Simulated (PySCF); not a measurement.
C7H8O.
Bonds: C1–C2 (double), C2–C3, C3–C4, C4–C5 (aromatic), C5–C6 (aromatic), C6–O7 (aromatic), O7–C8 (aromatic), C4–C8 (aromatic). Hydrogens: H9, H10 on C1; H11 on C2; H12, H13 on C3; H14 on C5; H15 on C6; H16 on C8.

Torsions of this conformer, `[CH2:1]=[CH:2][CH2:3][c:4]1[cH:5][cH:6][o:7][cH:8]1`: C1–C2–C3–C4 120°, C2–C3–C4–C5 -57°.

The closed-shell ground state was solved at several levels (PySCF, density fitting, gas phase, non-relativistic). One conformer (not necessarily the lowest) at the PBE0-D3(BJ)/def2-SVP geometry, without solvent, vibrations or thermal averaging.

```tsv
level	basis functions	HOMO (eV)	LUMO (eV)	gap (eV)	dipole (D)
PBE0/pcSseg-1	176	-6.59	0.05	6.64	0.54
B3LYP/pcJ-1	296	-6.36	-0.16	6.20	0.55
CAM-B3LYP/def2-SVPD	227	-7.89	1.01	8.90	0.64
```

**Question.** What might KT3/pcSseg-1 (176 basis functions) give for the same quantities?

**Answer.** HOMO -5.51 eV, LUMO -0.86 eV, gap 4.65 eV, dipole 0.46 D.

**Question.** Over all these levels, which gives the widest orbital gap and which the narrowest?

**Answer.** CAM-B3LYP/def2-SVPD (range-separated hybrid) has the widest, 8.90 eV, and KT3/pcSseg-1 (GGA) the narrowest, 4.65 eV. Functional and basis both differ between the two, so the spread mixes both effects.

**Question.** How far do the dipole and the HOMO energy spread over the levels?

**Answer.** The dipole runs from 0.46 to 0.64 D (mean 0.55 D) and the HOMO from -7.89 to -5.51 eV.
